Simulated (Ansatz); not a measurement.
Cost and result for the atomization energy of CH₅AlO₂ (`[CH3][Al]([OH])[OH]`) (9 atoms, 8 bonds).

Z-matrix (Å, degrees):
```
C
Al 1 1.933
H 1 1.094 2 110.9
H 1 1.092 2 111.7 3 120.6
H 1 1.093 2 111.0 3 -118.5
O 2 1.698 1 118.6 3 63.1
O 2 1.698 1 119.1 3 -116.8
H 6 0.954 2 125.6 1 -179.7
H 7 0.955 2 125.4 1 179.7
```

Charge 0, multiplicity 1. Geometry: relaxed with PBE0-D4/def2-TZVP. It is one conformer, not always the lowest. Program: Ansatz. All runs use 4 threads of an Arm Neoverse V1 on a shared host. Times are those of one run each, without the atoms' runs, and a repeat can differ threefold. Electronic energies, without spin–orbit coupling; frozen cores. CCSD(T)/CBS adds CCSD(T) − MP2 in def2-TZVPP to the MP2 limit, and its time is that of the two runs behind it. T1 = 0.012.

CCSD(T)/CBS is a level of theory with its own doubt, some kJ/mol a heavy atom from the limit and from the frozen cores, so smaller differences don't rank the functionals.

| level | functions | wall time | atomization (kJ/mol) | difference from CCSD(T)/CBS | per bond |
| --- | --- | --- | --- | --- | --- |
| LDA (SPW92)/def2-TZVPP | 205 | 0.75 s | 3897.6 | 438.9 | 54.9 |
| revPBE-D4/def2-TZVPP | 205 | 1.1 s | 3380.4 | -78.3 | -9.8 |
| BLYP-D4/def2-TZVPP | 205 | 1.1 s | 3426.3 | -32.4 | -4.1 |
| CCSD(T)/def2-SVP | 85 | 1.5 s | 3222.9 | -235.8 | -29.5 |
| PBE0-D4/def2-TZVPP | 205 | 1.5 s | 3401.6 | -57.1 | -7.1 |
| BHLYP-D4/def2-TZVPP | 205 | 1.6 s | 3315.4 | -143.3 | -17.9 |
| PBE-QIDH/def2-TZVPP | 205 | 2.7 s | 3396.9 | -61.8 | -7.7 |
| ωB97X-V/def2-TZVPP | 205 | 4.4 s | 3435.4 | -23.3 | -2.9 |
| B97M-V/def2-TZVPP | 205 | 5.5 s | 3438.1 | -20.6 | -2.6 |
| ωB97M-V/def2-TZVPP (with forces) | 205 | 6 s | 3446.7 | -12.0 | -1.5 |
| MP2/def2-QZVPP | 391 | 9 s | 3498.0 | 39.3 | 4.9 |
| CCSD(T)/def2-TZVPP | 205 | 37 s | 3362.0 | -96.7 | -12.1 |
| CCSD(T)/CBS(def2) | – | 46 s | 3458.7 | 0.0 | 0.0 |

From PBE to PBE0 (25 % exact exchange), in def2-TZVPP and without D4, the atomization energy moves by −67.3 kJ/mol: exact exchange takes away binding that semilocal exchange gives to molecules. At CCSD(T), def2-SVP lies −235.8 kJ/mol from the extrapolated value and def2-TZVPP −96.8 kJ/mol: correlation converges slowly with the basis, and small sets miss more of it in the bonded molecule than in its fragments. Leaving LDA and LC-ωPBE aside and taking each functional with its dispersion term where it has one, the values, not all of them listed here, spread over 155.4 kJ/mol, from BHLYP-D4 to PBE-D4. LDA lies +439.5 kJ/mol from PBE without D4, its usual overbinding.
